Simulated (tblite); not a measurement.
C6H4NOS (doublet state).
Bonds: C1–C2, C2–C3 (double), C3–O4, O4–C5, C5–S6 (double), C5–C7, C7–C8, C8–N9 (triple), C2–C7. Hydrogens: H10, H11, H12 on C1; H13 on C3.

A start from a force field or distance geometry was refined with GFN2-xTB geometry optimisation, gas phase in tblite 0.8.0. Values at the start:

```json
{"coordinate": "C1–C2", "start": "1.465 Å"}
{"coordinate": "C1–H10", "start": "1.101 Å"}
{"coordinate": "C2=C3", "start": "1.347 Å"}
{"coordinate": "C2–C7", "start": "1.428 Å"}
{"coordinate": "C3–O4", "start": "1.386 Å"}
{"coordinate": "C3–H13", "start": "1.081 Å"}
{"coordinate": "O4–C5", "start": "1.368 Å"}
{"coordinate": "C5=S6", "start": "1.648 Å"}
{"coordinate": "C5–C7", "start": "1.471 Å"}
{"coordinate": "C7–C8", "start": "1.406 Å"}
{"coordinate": "C8≡N9", "start": "1.154 Å"}
{"coordinate": "C1–C2–C3", "start": "129.7°"}
{"coordinate": "C2–C3–O4", "start": "116.1°"}
{"coordinate": "C2–C7–C5", "start": "107.5°"}
{"coordinate": "C3–C2–C7", "start": "103.5°"}
{"coordinate": "C3–O4–C5", "start": "105.1°"}
{"coordinate": "O4–C5–S6", "start": "119.4°"}
{"coordinate": "O4–C5–C7", "start": "107.8°"}
{"coordinate": "S6–C5–C7", "start": "132.8°"}
```

Q: How do these coordinates change at the GFN2-xTB level?

A: 
```json
{"coordinate": "C5–C7", "GFN2-xTB (Å or °)": "1.408", "change": "-0.063"}
{"coordinate": "C3–O4", "GFN2-xTB (Å or °)": "1.342", "change": "-0.044"}
{"coordinate": "C5=S6", "GFN2-xTB (Å or °)": "1.674", "change": "+0.026"}
{"coordinate": "C2=C3", "GFN2-xTB (Å or °)": "1.371", "change": "+0.024"}
{"coordinate": "C1–C2", "GFN2-xTB (Å or °)": "1.484", "change": "+0.019"}
{"coordinate": "O4–C5", "GFN2-xTB (Å or °)": "1.352", "change": "-0.016"}
{"coordinate": "C1–H10", "GFN2-xTB (Å or °)": "1.086", "change": "-0.015"}
{"coordinate": "C7–C8", "GFN2-xTB (Å or °)": "1.397", "change": "-0.009"}
{"coordinate": "C2–C7", "GFN2-xTB (Å or °)": "1.420", "change": "-0.008"}
{"coordinate": "C3–H13", "GFN2-xTB (Å or °)": "1.073", "change": "-0.008"}
{"coordinate": "C8≡N9", "GFN2-xTB (Å or °)": "1.147", "change": "-0.007"}
{"coordinate": "C2–C3–O4", "GFN2-xTB (Å or °)": "111.9", "change": "-4.2"}
{"coordinate": "C3–O4–C5", "GFN2-xTB (Å or °)": "107.7", "change": "+2.6"}
{"coordinate": "S6–C5–C7", "GFN2-xTB (Å or °)": "130.5", "change": "-2.3"}
{"coordinate": "C3–C2–C7", "GFN2-xTB (Å or °)": "105.1", "change": "+1.6"}
{"coordinate": "C1–C2–C3", "GFN2-xTB (Å or °)": "128.2", "change": "-1.5"}
{"coordinate": "O4–C5–S6", "GFN2-xTB (Å or °)": "120.6", "change": "+1.2"}
{"coordinate": "O4–C5–C7", "GFN2-xTB (Å or °)": "108.9", "change": "+1.1"}
{"coordinate": "C2–C7–C5", "GFN2-xTB (Å or °)": "106.4", "change": "-1.1"}
```

The energy falls by 18.9 kJ/mol over 23 L-BFGS steps, the largest force on an atom goes from 2.28 to 0.009 eV/Å, and the atoms move by 0.037 Å rms after alignment. The bond that changes most is C5–C7 (ends: carbon bonded to C, O and S; carbon bonded to 3 C), which shortens by 0.063 Å. Bonds longer at the end by more than 0.005 Å: 3 of 13; shorter: 10. Rotational constants go from 1944, 1301, 783.1 to 1949, 1338, 797.4 MHz.

Its GFN2-xTB frequencies are all real (lowest 51 cm⁻¹). 3 starts were optimised and ended at 0.00, 0.12 and 0.22 kcal/mol (GFN2-xTB); the lowest of these is shown.

The numbers are calculated, not measured.
